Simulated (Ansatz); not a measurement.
Program: Ansatz. Geometries: PBE0-D4/def2-TZVP. ΔE: electronic, gas phase. CCSD(T)/CBS adds triple-zeta CCSD(T) − MP2 to the extrapolated MP2 energy (def2 sets, frozen cores). This one scheme is used for every species. Functionals use def2-TZVPP. B3LYP here is the variant with VWN-RPA as its local correlation; programs differ in this. One conformer a species, not always the lowest.

`CNBOCF` + H–F → `CNBF` + `OCF`  (ligand exchange at a B–O bond)

`CNBOCF`:

Cartesian coordinates in Å:
```
C 1.991 0.598 0.433
N 0.604 0.311 0.153
B 0.148 -0.751 -0.625
O -1.196 -1.012 -0.837
C -2.174 -0.378 -0.123
F -2.199 0.980 -0.400
H 2.295 1.565 0.021
H 2.615 -0.173 -0.019
H 2.193 0.608 1.509
H -0.044 1.005 0.491
H 0.922 -1.501 -1.143
H -2.013 -0.469 0.959
H -3.143 -0.784 -0.418
```

H–F:

Cartesian coordinates in Å:
```
F -0.321 -0.090 0.317
H 0.321 0.090 -0.317
```

`CNBF`:

Cartesian coordinates in Å:
```
C 1.019 0.106 -0.532
N -0.120 -0.492 0.121
B -1.231 0.184 0.605
F -2.216 -0.511 1.190
H 1.145 -0.270 -1.551
H 0.873 1.185 -0.587
H 1.945 -0.081 0.019
H -0.081 -1.495 0.221
H -1.333 1.374 0.514
```

`OCF`:

Cartesian coordinates in Å:
```
O 0.430 0.857 -0.501
C -0.304 -0.130 0.102
F 0.177 -0.405 1.367
H 1.300 0.514 -0.725
H -0.279 -1.077 -0.449
H -1.324 0.241 0.207
```

```csv
level,ΔE (kJ/mol),difference from CCSD(T)/CBS
PBE-D4,-29.5,-6.4
r2SCAN-D4,-31.2,-8.1
PBE0-D4,-28.8,-5.7
B3LYP-D4,-30.3,-7.2
ωB97X-V,-30.6,-7.5
ωB97M-V,-29.7,-6.6
B2PLYP,-33.1,-10.0
PBE,-34.9,-11.8
r2SCAN,-32.9,-9.8
PBE0,-33.5,-10.4
B3LYP,-38.6,-15.5
HF/def2-TZVPP,-43.2,-20.1
MP2/def2-TZVPP,-23.3,-0.2
SCS-MP2/def2-TZVPP,-27.9,-4.8
CCSD/def2-TZVPP,-28.2,-5.1
CCSD(T)/def2-TZVPP,-25.5,-2.4
HF/def2-QZVPP,-42.9,-19.8
MP2/def2-QZVPP,-21.8,1.3
SCS-MP2/def2-QZVPP,-26.5,-3.4
HF/CBS(def2),-42.9,-19.8
MP2/CBS(def2),-20.9,2.2
CCSD/CBS(def2),-25.8,-2.7
CCSD(T)/CBS,-23.1,0
```

Largest T1 diagnostic among the species: 0.012.

In def2-TZVPP, CCSD(T) changes the Hartree–Fock value by +17.7 kJ/mol (the triples alone add +2.7 kJ/mol) and MP2 by +19.9 kJ/mol. The D4 term adds +8.3 kJ/mol with B3LYP and +4.7 kJ/mol with PBE0; it sums over pairs of atoms, weighted by their polarisabilities, and B3LYP, whose exchange is more repulsive, gets the larger term.
